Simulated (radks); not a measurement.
Initial-state core-level shifts of the mercury ion Hg3+ when its valence configuration changes from [Xe] 4f14 5d9. Calculated with a radial shooting solver on a logarithmic mesh with Libxc functionals: scalar-relativistic Kohn-Sham, PBE, spin-unpolarised, spherical densities, point nucleus. Shifts are changes of the shell-averaged eigenvalues in eV (positive: less bound).

valence                1s       2p       3s       5s
4f14 5d8 6s1       -4.415   -4.601   -4.512   -4.117
4f12 5d9 6s2      -36.776  -39.336  -43.733  -17.972
4f14 5d8 6p1       -6.079   -6.235   -6.163   -5.751
4f13 5d10         -13.367  -14.412  -16.661   -4.634
4f13 5d8 6s2      -22.679  -24.124  -26.166  -13.188
4f14 5d7 6s2       -9.004   -9.395   -9.196   -8.325
4f13 5d8 6p2      -25.972  -27.359  -29.437  -16.407
4f13.5 5d9 6p0.5   -9.695  -10.285  -11.361   -5.232
4f14 5d7 6p2      -12.284  -12.619  -12.452  -11.525
